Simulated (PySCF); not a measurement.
The vertical singlet excitations below were computed for one of the candidates. Level of theory: TDDFT PBE0/def2-SVPD, vertical, gas phase, core orbitals frozen in the response (PySCF 2.14.0, density-fitted response routines). Geometries: GFN2-xTB, one conformer each.

| state | E (eV) | λ (nm) | f |
| --- | --- | --- | --- |
| S1 | 5.91 | 209.9 | 0.013 |
| S2 | 6.19 | 200.2 | 0.0083 |
| S3 | 6.29 | 197.2 | 0.0030 |
| S4 | 6.33 | 196.0 | 0.0007 |
| S5 | 6.46 | 192.1 | 0.0032 |
| S6 | 6.50 | 190.8 | 0.023 |

Triplets computed (Tamm–Dancoff): 5.31, 5.71 eV.

**Question.** Which structure fits?
A. `[SiH3][Si]([SiH3])([SiH3])[SiH2]Cl`
B. `C([SiH2]C(C)C)[SiH3]`
C. `C[SiH2][SiH2]C(C)C`

**Answer.** A. Its S1, at 5.91 eV, is the lowest among the candidates; the nearest of the others has S1 at 6.75 eV. S1 is HOMO→LUMO (93%). Löwdin shares by element: HOMO silicon 54% or more, chlorine 25% (atoms not listed hold the other 21%); LUMO silicon 57% or more, chlorine 12% (atoms not listed hold the other 31%). At the same level the other candidates give, for their lowest levels:
- `CC(C)[SiH2]C[SiH3]`: 7.04 eV (f 0.005); 7.39 eV (f 0.039); 7.85 eV (f 0.106); 7.89 eV (f 0.005); 8.01 eV (f 0.154); T1 6.84 eV; HOMO -7.83, LUMO 0.28 eV
- `C[SiH2][SiH2]C(C)C`: 6.75 eV (f 0.036); 6.95 eV (f 0.015); 7.26 eV (f 0.022); 7.47 eV (f 0.026); 7.61 eV (f 0.011); T1 6.04 eV; HOMO -7.78, LUMO 0.08 eV

Shape of the structure used: `[SiH3:1][Si:2]([SiH3:3])([SiH3:4])[SiH2:5][Cl:6]`: Si1–Si2–Si5–Cl6 -60°.
